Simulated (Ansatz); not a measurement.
Br3Ga, charge +1, doublet, geometry from GFN2-xTB (such geometries of metal compounds can be far from the true shape) (a state made from the parent by changing its charge; the spin is typed, not shown lowest); BHLYP/def2-SVP (Ansatz, a quantum-chemistry and plane-wave program).

Input for Ansatz:
Ansatz 0.2 input:
```yaml
crystal:
  periodic: [false, false, false]
  atoms:
    - {symbol: Ga, position_ang: [0.00000000, 0.00000000, -0.00000000]}
    - {symbol: Br, position_ang: [2.23134831, -0.34155522, -0.68288190]}
    - {symbol: Br, position_ang: [-0.79598335, -1.01028512, 1.97677450]}
    - {symbol: Br, position_ang: [-1.43536497, 1.35184034, -1.29389260]}
basis:
  gaussian:
    orbitals: def2-SVP
hamiltonian:
  xc: {name: BHLYP}
total_charge: 1
magnetization: {spin_polarized: true, initial_magnetization: 1}
```

It wrote (shortened):

```
Functional definition: BHLYP
1228 factors; integrals over basis functions are off by at most 4.5e-4 eV
mean field evaluation 1: about -262476.0593 eV, gradient 1.4e1 eV
mean field evaluation 2: about -262476.1066 eV, gradient 1.7e1 eV
mean field evaluation 4: about -262477.0847 eV, gradient 4.7e-1 eV
mean field evaluation 8: about -262477.1021 eV, gradient 2.7e-2 eV
mean field evaluation 16: about -262477.1021 eV, gradient 4.6e-4 eV
mean field evaluation 32: about -262477.0266 eV, gradient 3.7e-1 eV
mean field -262477.10208526 eV, -9645.8555882635 hartree, gradient 6.3e-6 eV, S^2 0.758520; 5 other end points of the search recorded, 0 dependent functions left out
reference -262477.10225935 eV, -9645.8555946612 hartree; 68, 67 occupied and 60, 61 virtual orbitals, 1228 factors
Total energy: -262477.10225935 eV, -9645.8555946612 hartree
```
